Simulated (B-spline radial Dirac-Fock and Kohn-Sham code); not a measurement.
## Photoelectron lines of Br⁻ at 1000 eV

System: Br⁻, configuration [Ar] 3d10 4s2 4p6, inside a Watson sphere of charge +1 and radius 1.666 Å (a model of the Madelung potential; inside it an electron's potential energy is lowered by 8.6 eV).

Method: the independent-particle Dirac-Slater model, thresholds from Dirac-Fock. Computed with an atomic code on a B-spline grid. The asymmetry parameter β is from the dipole term alone. Kinetic energies are from the vacuum level.

The last column is dσ/dΩ = σ/(4π) · [1 − (β/2) P₂(cos θ)] at θ = 90° from the beam of unpolarised light.

```csv
subshell,electrons,binding (eV),kinetic (eV),σ (kb),β,dσ/dΩ (kb/sr)
3s,2,265.4,734.6,42.7,2.00,5.10
3p1/2,2,198.3,801.7,53.4,1.61,5.96
3p3/2,4,191.4,808.6,?,?,?
3d3/2,4,74.77,925.2,55.5,1.21,5.75
3d5/2,6,73.74,926.3,81.2,1.19,8.38
4s,2,25.56,974.4,4.93,2.00,0.588
4p1/2,2,10.65,989.3,3.81,1.65,0.428
4p3/2,4,10.19,989.8,7.31,1.67,0.824
```

Problem. What are σ and β for 3p3/2?

Solution. σ = 105 kb, the largest of all subshells and 30 % of the total, and β = 1.63, which gives dσ/dΩ = 11.8 kb/sr.
